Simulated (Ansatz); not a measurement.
Reaction: C2H5Se (SMILES CC[Se], doublet) → C2H5Se (SMILES [CH2][Se]C, doublet)
Each species at its own B3LYP-D3(BJ)/def2-TZVP minimum (Ansatz, a quantum-chemistry and plane-wave program).

Quantity: isomerisation energy (electronic), in kcal/mol. Radicals and triplets start from unrestricted determinants; spin-orbit coupling is neglected. Correlated methods leave the cores frozen (noble-gas shells, and filled d and f shells in the p block). No relativity. CBS(X,Y): correlation extrapolated as X^-3, Hartree-Fock from the larger set. A bracket is a step between two methods taken in the basis named. Double hybrids freeze cores in their MP2 part.

CCSD(T)/CBS(cc-pVTZ,cc-pVQZ) + [CCSDT(Q) - CCSD(T)]/cc-pVDZ (Ansatz) gives 20.4 kcal/mol.

Question: What does PBE/def2-TZVPD (Ansatz) give here, and how do the other levels compare?

Answer: PBE gives 17.7 kcal/mol, 2.7 kcal/mol below it. Differences of the others: r2SCAN/def2-TZVPD (Ansatz) -3.4; wB97M-V/def2-TZVPD (Ansatz) 1.5; B2PLYP/def2-TZVPD (Ansatz) 0.1; CCSD(T)/CBS(cc-pVTZ,cc-pVQZ) (Ansatz) 0.2 kcal/mol.
